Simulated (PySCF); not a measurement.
Cd(Cl)(SH) (CdClHS), SMILES [SH][Cd][Cl].

Geometry optimised at PBE0-D3(BJ)/def2-TZVP. The def2 effective core potentials stand for the cores of Cd; spin–orbit coupling is left out. The values are those of a single conformer.

Level of theory: M06-2X/def2-TZVPD (PySCF).

Symmetry labels are those of the subgroup Cs that the program uses (full group Cs).

Computed valence orbital energies around the gap with their symmetry:
| orbital | symmetry | energy (eV) |
|---|---|---|
| HOMO−7 | A" | -18.45 |
| HOMO−6 | A' | -18.30 |
| HOMO−5 | A' | -12.65 |
| HOMO−4 | A' | -11.43 |
| HOMO−3 | A" | -10.20 |
| HOMO−2 | A' | -10.17 |
| HOMO−1 | A' | -9.98 |
| HOMO | A" | -8.79 |
| LUMO | A' | -1.18 |
| LUMO+1 | A' | -0.49 |
| LUMO+2 | A" | -0.14 |
| LUMO+3 | A' | 0.56 |
